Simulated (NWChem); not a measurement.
## Total energies of 1,1,1-trifluoroethane (C2H3F3)

```
C
F 1 1.3377
F 1 1.3377 2 107.28
F 1 1.3377 2 107.28 3 115.00
C 1 1.4988 2 111.58 3 -122.50
H 5 1.0973 1 109.50 2 60.00
H 5 1.0973 6 109.45 1 120.03
H 5 1.0973 6 109.45 7 119.94
```
Charge 0, spin multiplicity 1.

Program: NWChem. Structure: optimised with PBE0/def2-SVP, a minimum by its harmonic frequencies.

Basis set: 6-311G** (108 functions).

```
method  total energy (Ha)  relative cost
------  -----------------  -------------
RHF            -375.92307              1
MP2            -376.82120        under 3
B2PLYP         -377.38759        under 3
PBE            -377.28726        under 3
B3LYP          -377.67335        under 3
BLYP           -377.60946        under 3
```

Total energies of different functionals aren't comparable as a measure of quality: only differences taken within one method are. The cost column gives rough processor time relative to RHF; each entry includes its own SCF.

The correlated methods keep 5 core orbitals frozen. B3LYP has NWChem's definition, with VWN1-RPA local correlation. The Pople sets run with spherical d functions.
